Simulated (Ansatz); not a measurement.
SnCl4O2H4, relaxed as a singlet with RKS r2SCAN-D4/def2-SVP in Ansatz, starting from the GFN1-xTB geometry. Force threshold 0.02 eV/Å.

In the def2 sets Sn takes a core potential; there is no spin–orbit coupling. Another isomer (singlet) lies 0.29 eV lower at PBE0-D4/def2-TZVP; other spin states weren't run for this one.

Start:

```xyz
11

Cl   -0.165    0.704   -2.311
Cl    0.168   -0.747    2.306
Cl   -2.325   -0.700   -0.050
Cl    2.307    0.729    0.067
O    -0.944    2.371    0.824
O     0.950   -2.370   -0.820
Sn   -0.003   -0.003    0.004
H    -1.332    2.435    1.699
H    -1.494    2.884    0.226
H     1.531   -2.862   -0.236
H     1.305   -2.440   -1.709
```

```
         step  energy (eV)  largest force component (eV/Å)  SCF passes
            1  -60064.2075                           1.154          18
            2  -60064.5929                           0.515          19
            3  -60064.8286                           0.254          17
            4  -60064.8834                           0.641          18
 5 (rejected)  -60064.8403                           0.700          23
 6 (rejected)  -60064.8437                           1.357          18
            7  -60064.9072                           0.155          18
            8  -60064.9141                           0.114          18
            9  -60064.9324                           0.054          18
10 (rejected)  -60064.9315                           0.697          18
           11  -60064.9430                           0.076          18
           12  -60064.9554                           0.273          17
13 (rejected)  -60064.9552                           0.609          18
           14  -60064.9682                           0.103          18
           15  -60064.9734                           0.067          19
           16  -60064.9772                           0.008          18
           17  -60064.9775                           0.055          18
           18  -60064.9777                           0.002          20
```

Force components are those of the run's own axes.

End:

Cartesian coordinates in Å:
```
Cl 0.1195 0.5134 -2.3294
Cl -0.1176 -0.4512 2.3638
Cl -2.3096 -0.5616 -0.2329
Cl 2.3445 0.5002 0.2414
O -0.7372 2.0770 0.5972
O 0.7429 -2.0768 -0.5905
Sn 0.0085 0.0002 0.0099
H -0.7208 2.0254 1.5725
H -1.6829 2.0433 0.3583
H 1.7033 -2.0019 -0.4285
H 0.6492 -2.0681 -1.5619
```

Bonds formed: O5–Sn7, O6–Sn7 (atoms count from 1).

The force fell under the threshold at step 16, but the optimiser went on. No frequencies were taken in this run, so the end may be a saddle point.

Hardware: 4 threads of Arm Neoverse V2 on a shared host. Wall time 47 s.
